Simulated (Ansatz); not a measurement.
Computed with Ansatz on PBE0-D4/def2-TZVP structures; ΔE is electronic, products minus reactants. CBS: MP2 limit from def2 TZ/QZ plus the TZ coupled-cluster correction, frozen cores. This one scheme is used for every species. DFT in def2-TZVPP. Each species was taken in one conformer, which may not be the lowest.

`N[Si](N)([SiH3])Cl` → `N[SiH3]` + `N[Si]Cl`  (silylene formation by 1,1-elimination)

```
             level  ΔE (kcal/mol)
       LDA (SPW92)           41.2
     HF/def2-TZVPP           30.0
CCSD(T)/def2-TZVPP           34.0
     HF/def2-QZVPP           29.9
```

Q: What does CCSD(T)/CBS give? (Best estimate.)

A: The calculation gave: +35.4 kcal/mol. The listed levels differ from it by 5.8, -5.4, -1.4, -5.5 kcal/mol.

Q: What do rigid-rotor, harmonic-oscillator terms from PBE0-D4/def2-TZVP frequencies (298.15 K, 1 bar) make of the CCSD(T)/CBS value? (Estimate.)

A: Ansatz gave: ΔZPE = -1.1 kcal/mol, ΔH = +34.4 kcal/mol, ΔS = 160 J/(mol·K), ΔG = +23.0 kcal/mol.

Largest T1 diagnostic among the species: 0.013.

At CCSD(T), def2-SVP lies −5.2 kcal/mol from the extrapolated value and def2-TZVPP −1.4 kcal/mol. From r2SCAN to r2SCAN0 (25 % exact exchange), in def2-TZVPP and without D4, ΔE moves by +1.0 kcal/mol. The D4 term adds +5.1 kcal/mol with B3LYP and +2.9 kcal/mol with PBE0; it sums over pairs of atoms, weighted by their polarisabilities, and B3LYP, whose exchange is more repulsive, gets the larger term.

B3LYP here is the variant with VWN-RPA as its local correlation; programs differ in this.
